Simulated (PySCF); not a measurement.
PySCF job for Si(H)(Cl)(Me)(NH2) (CH6ClNSi), SMILES Cl[SiH](C)N, SMD-PBE0/6-31G*. The structure is a stationary point at B3LYP-D3(BJ)/def2-SVP. Other conformers were not sampled.

```python
import numpy as np
from pyscf import gto, scf, dft
from pyscf.solvent import smd

mol = gto.M(
    atom='''
    Si   -0.25491090   -0.04852423    0.50436470
    C     1.22784199   -1.03653634    1.06324123
    N    -1.52689427   -1.12021399    0.05637059
    Cl    0.40231918    1.19029172   -1.06999630
    H    -0.78766093    0.87133119    1.54017020
    H     0.97075358   -1.66595290    1.92990809
    H     1.58381575   -1.69013837    0.25035914
    H     2.05742422   -0.36899539    1.34232192
    H    -1.32428962   -1.89840034   -0.56577219
    H    -2.44950830   -0.74274826   -0.14219749
    ''',
    basis='6-31G*',
    charge=0,
    spin=0,
    max_memory=1600,
    verbose=3,
)
mf = dft.RKS(mol, xc='pbe0').density_fit(auxbasis='def2-universal-jkfit')
mf.grids.level = 3
mf.conv_tol = 1e-9
mf.max_cycle = 100
mf.kernel()
res = {}
for name in ['water', 'ethylethanoate', 'n-hexane']:
    s = mf.SMD()
    s.with_solvent.solvent, s.with_solvent.sasa_ng = name, 302
    s.kernel(mf.make_rdm1())
    res[name] = (s.e_tot, s.with_solvent.get_cds(), s.dip_moment(), s.mo_energy, s.converged)
    print(f'SMD {name}: dG(solv) = {(s.e_tot - mf.e_tot) * 627.509474:.3f} kcal/mol, of which CDS {res[name][1] * 627.509474:.3f}')
```

Log of the run:

```
converged SCF energy = -845.821569783579
converged SCF energy = -845.826048752564
Dipole moment(X, Y, Z, Debye): -1.07732, -2.62684,  0.74637
SMD water: dG(solv) = -2.811 kcal/mol, of which CDS 3.641
converged SCF energy = -845.829617974041
Dipole moment(X, Y, Z, Debye): -1.03536, -2.51620,  0.74446
SMD ethylethanoate: dG(solv) = -5.050 kcal/mol, of which CDS -0.049
converged SCF energy = -845.826293172266
Dipole moment(X, Y, Z, Debye): -0.95588, -2.30823,  0.70985
SMD n-hexane: dG(solv) = -2.964 kcal/mol, of which CDS -0.591
```

The calculation finished and met its thresholds.
